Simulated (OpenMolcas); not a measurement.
Ni2+ among 2 point charges of -3 e arranged as a linear pair (D∞h).

| Property | Result |
| --- | --- |
| Program | OpenMolcas |
| Method | CASSCF |
| Basis | ANO-RCC-VDZP [5s4p2d1f] |
| Scalar Hamiltonian | DKH2, point nucleus |
| Active space | 8 electrons in 5 orbitals (3d) |
| State averaging | 2S+1 = 3 even, 10 roots; 2S+1 = 1 even, 15 roots |
| Spin-orbit coupling | state interaction with AMFI integrals over the reference wave functions |

All point charges move together. At R = 1.62 Å the first state of the same spin is 3226 cm-1, and at R = 1.84 Å it is 1585 cm-1.

Task: A third run gives 2153 cm-1. What distance was it run at?

Result: With a power law R^-n the two known points give n = -ln(1585 / 3226) / ln(1.84 / 1.62) = 5.58. Then R = 1.62 × (3226 / 2153)^(1/5.58) = 1.742 Å. The run was at 1.74 Å, so the estimate is off by +0.002 Å.

Without dynamic correlation the repulsion within the d shell is too large (B by tens of per cent), so at a given field states of lower spin stand too high. Point charges carry no covalency, so the field is a model and not that of real ligands. No measured value stands beside these numbers.
